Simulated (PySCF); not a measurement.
CH5ISi, SMILES [SiH2](C)I. Atoms are numbered in the order given.

```xyz
8

Si     0.6624     1.4669     0.0000
C     -0.8416     2.5868     0.0000
I     -0.0712    -0.9027     0.0000
H      1.4972     1.6646    -1.2157
H      1.4972     1.6646     1.2157
H     -1.4596     2.4071     0.8929
H     -0.5234     3.6428     0.0000
H     -1.4596     2.4071    -0.8929
```

Coordinates come from a B3LYP-D3(BJ)/def2-SVP optimisation. The def2 effective core potentials stand for the cores of I; spin–orbit coupling is left out.

Level of theory: HF/def2-TZVPD (PySCF).

Gas-phase values at a fixed geometry.

```yaml
total_energy: -626.44983 hartree
point_group: Cs
highest_occupied_level: -10.03 eV
lowest_empty_level: 1.31 eV
orbital_gap: 11.34 eV
dipole_moment: 2.22 D
quadrupole, principal values (traceless, Buckingham form, about the centre of nuclear charge): -2.57, -2.17, 4.75 D·Å
mean_static_polarisability: 73.3 bohr³ (10.86 Å³)
polarisability_principal_values: 62.8, 67.6, 89.4 bohr³
```
